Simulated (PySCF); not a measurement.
PdSF₂: from structure and modes to constants

All numbers come from UPBE in PySCF with Pd def2-TZVP with ECP28, S def2-TZVP, F def2-TZVP; scalar-relativistic core potentials, no spin–orbit coupling; density-fitted integrals.

The triplet minimum has C2v symmetry. Masses (u): Pd 105.90348, S 31.97207, F 18.99840.

```xyz
4
charge 0 multiplicity 3, angstrom
Pd    0.0000    0.0000    0.2971
S     0.0000    0.0000   -1.7933
F    -1.8675    0.0000    0.6771
F     1.8675    0.0000    0.6771
```

Harmonic wavenumbers (cm⁻¹): 124.6 (b2, ×1), 173.4 (a1, ×1), 179.4 (b1, ×1), 459.5 (a1, ×1), 540.6 (a1, ×1), 602.0 (b2, ×1).

Q: What is the harmonic zero-point energy?

A: Half the sum of all 6 wavenumbers, 2079/2 = 1040 cm⁻¹, which is 12.4 kJ/mol (1 cm⁻¹ = 0.0119627 kJ/mol).

Q: Give the standard entropy (298.15 K, 1 bar) by its translational, rotational, vibrational and spin parts, and Cp.

A: Sackur–Tetrode with M = 175.87 u gives 173.3; rotation with symmetry number 2 gives 106.4; vibration 39.9; spin R ln 3 = 9.1. The total is 328.8 J/(mol K), and Cp = 4 R + 38.5 = 71.7 J/(mol K).

Other isomers or separated fragments may lie lower. Other spin states or occupations of the open shell can lie lower.
